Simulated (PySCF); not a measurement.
## Ruthenium: highly charged ions in a basis for the neutral atom

Ru¹⁰⁺ [Ar] 3d10 4s2 4p4, Ru¹¹⁺ [Ar] 3d10 4s2 4p3. Calculation: PySCF 2.14, in cc-pVDZ-PP with ECP28MDF; a scalar-relativistic core potential. No spin-orbit coupling, so a gap to NIST mixes the basis error with missing relativistic terms.

Changed run: basis of the neutral atom used for a highly charged ion. This setting is unsound on purpose.

```
species  method  sound run (hartree)  changed run (hartree)  converged
  Ru¹⁰⁺     UHF              not run              -64.04011        yes
  Ru¹⁰⁺    MN15              not run              -64.18336        yes
  Ru¹⁰⁺   B3LYP              not run              -64.28801        yes
  Ru¹¹⁺     UHF              not run              -55.96832        yes
  Ru¹¹⁺    MN15              not run              -56.02510        yes
  Ru¹¹⁺   B3LYP              not run              -56.15631        yes
```

Ionisation energy of Ru¹⁰⁺:

```csv
method,changed run (eV),NIST (eV)
UHF,219.64,219.9 ± 2.4
MN15,222.00,219.9 ± 2.4
B3LYP,221.27,219.9 ± 2.4
```

The contracted functions were made for the neutral atom and can be too rigid for a highly charged ion.
